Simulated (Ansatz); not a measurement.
Geometry optimisation, UKS PBE/def2-SVP in Ansatz 0.2.0.

input.yaml

```yaml
crystal:
  periodic: [false, false, false]
  atoms:
    - { symbol: Zr, position_ang: [-0.132904, -0.207397, -0.316056] }
    - { symbol: Cl, position_ang: [0.02994, 0.090255, 3.366007] }
    - { symbol: O, position_ang: [1.736247, -0.285392, -0.74736] }
    - { symbol: H, position_ang: [2.654341, -0.363263, -1.04185] }
    - { symbol: O, position_ang: [-1.074274, 1.404388, -0.765315] }
    - { symbol: H, position_ang: [-1.585439, 2.169819, -1.063379] }
    - { symbol: O, position_ang: [-1.122181, -1.850438, -0.333301] }
    - { symbol: H, position_ang: [-1.611824, -2.683773, -0.383788] }
    - { symbol: Cl, position_ang: [0.014095, 0.077301, 5.462543] }
magnetization:
  spin_polarized: true
  initial_magnetization: 1
basis:
  gaussian: { orbitals: def2-SVP }
hamiltonian:
  xc: pbe
relax:
  f_tol: 0.03
  max_steps: 50
```

Launched with:

```bash
$ ansatz run input.yaml --threads 4 --pin off --max-ram 5120MiB --backend cpu --events-out ev --progress --plain --runs-dir out
```

Where does it end, and by what steps?

The forces met the threshold. After 24 steps the energy has fallen by 3.006 eV; Cl9 moved furthest, 2.55 Å. Joined: Zr1–Cl2 (3.70 → 2.65 Å), Zr1–Cl9 (5.79 → 2.60 Å).

```
step  energy less start (eV)  largest force component (eV/Å)  accepted
   0                  0.0000                           2.362       yes
   1                 -0.4351                           2.420       yes
   2                 -1.0595                           2.986       yes
   3                 -1.7831                           2.578       yes
   4                 -2.1686                           0.635       yes
   5                 -2.1820                           0.677       yes
   6                 -2.2204                           0.106       yes
   7                 -2.2501                           0.086       yes
   8                 -2.2752                           0.175       yes
   9                 -2.3046                           0.183       yes
  10                 -2.3363                           0.148       yes
  11                 -2.3651                           0.099       yes
  12                 -2.3903                           0.082       yes
  13                 -2.4134                           0.093       yes
  14                 -2.4333                           0.145       yes
  15                 -2.4522                           0.219       yes
  16                 -2.5021                           0.201       yes
  17                 -2.6011                           0.350       yes
  18                 -2.7857                           0.554       yes
  19                 -2.9651                           0.375       yes
  20                 -2.9301                           1.269        no
  21                 -3.0013                           0.291       yes
  22                 -3.0037                           0.099       yes
  23                 -3.0047                           0.101       yes
  24                 -3.0060                           0.011       yes
```

```xyz
9
Properties=species:S:1:pos:R:3
Zr -0.095 -0.137 0.596
Cl 0.851 1.486 2.468
O 1.616 -0.384 -0.243
H 2.325 -0.574 -0.872
O -1.108 1.248 -0.268
H -1.610 1.782 -0.898
O -1.057 -1.745 0.138
H -1.552 -2.576 0.164
Cl -0.461 -0.748 3.094
```

Whether the end is a true minimum wasn't checked by a vibrational analysis.

Time of the run: 85 s on 4 threads of Arm Neoverse V1, with other jobs on the host, peak memory 0.27 GiB.
